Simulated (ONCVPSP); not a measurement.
# Configuration tests for aluminium (ONCV)

ONCVPSP 4.0.1 input, shortened (lines: element, Z, core and valence counts, functional; n l f; lmax; l rc ep ncon nbas qcut; lloc lpopt rc5 dvloc0; l nproj debl; icmod fcfact rcfact), LDA (Perdew-Zunger), scalar-relativistic:

```
  Al 13.00    3    2        3      upf
    1    0    2.00
    2    0    2.00
    2    1    6.00
    3    0    1.75
    3    1    1.25
    1
    0    1.95    0.00    4    7    3.10
    1    2.80    0.00    5    8    3.40
    0    5    1.95    0.00
    0    0    0.90
    1    1    3.80
    3    2.25    1.35
```

Energies are relative to the spin-unpolarised reference configuration 3s1.75 3p1.25; without spin polarisation the order of configurations can differ from experiment.

```json
{"valence configuration": "3s2 3p1", "charge": "0", "ΔE all-electron (eV)": "-1.269", "error AE − PS (meV)": "+0.2"}
{"valence configuration": "3s2 3p0", "charge": "+1", "ΔE all-electron (eV)": "4.578", "error AE − PS (meV)": "+1.2"}
{"valence configuration": "3s1 3p2", "charge": "0", "ΔE all-electron (eV)": "3.887", "error AE − PS (meV)": "+1.4"}
```

Q: What are ΔE and the potential's error for 3s1 3p0?

A: ΔE = 23.955 eV all-electron; the error (AE − PS) is +35 meV.

Levels in the configuration 3s2 3p0:

| level | all-electron (eV) | pseudo (eV) |
| --- | --- | --- |
| 3s | -14.924 | -14.915 |
